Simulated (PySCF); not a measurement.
Structure with atom numbers: `[CH3:1][CH2:2][CH2:3][C:4](=[O:5])[O:6][CH3:7]`. Hydrogens are named by the atom that carries them.

Level of theory: NMR shieldings at PBE0/pcSseg-1/GIAO, GFN2-xTB structure, in PySCF (no solvent model, non-relativistic Hamiltonian, rapidly exchanging positions averaged, a single conformation).

Scale: 13C (σref 186.93) and 1H (σref 31.72) against TMS; 17O (σref 336.08) vs H2O (reference shieldings calculated alike).

```tsv
atoms	nucleus	count	Hirshfeld charge	δ (ppm)
C4	13C	1	0.22	?
H(C7)	1H	3	0.05	?
C1	13C	1	-0.12	15.8
C2	13C	1	-0.06	24.5
H(C2)	1H	2	0.04	?
O5	17O	1	-0.26	427.4
O6	17O	1	-0.10	202.0
C3	13C	1	-0.08	40.3
H(C1)	1H	3	0.04	0.92
H(C3)	1H	2	0.05	2.32
C7	13C	1	-0.04	53.2
```

Q: Fill in the missing shifts.

A: 
- C4: 181.2 ppm, ester carbonyl carbon; it is a carbonyl in resonance with an O or N lone pair, the region of acids, esters and amides
- H(C7): 3.86 ppm, hydrogen on a methyl carbon bonded to O; its carbon carries O, which withdraws density
- H(C2): 1.74 ppm, hydrogen on an sp3 CH2

Shifts are as computed. Against solution values, carbons near 30 ppm lie about +3 ppm off and those near 130 ppm about +5 ppm. Of 1211 compounds with measured shifts, 218 miss one by over three times the rms of a fit or turn the order of signals round; such compounds aren't used in these exercises. Unscaled 17O shifts of doubly bonded oxygen tend to come out too high, by tens of ppm or more. Experimental scales use liquid or dissolved standards, which lie at an offset from isolated H2O (liquid H2O: subtract about 36 ppm).
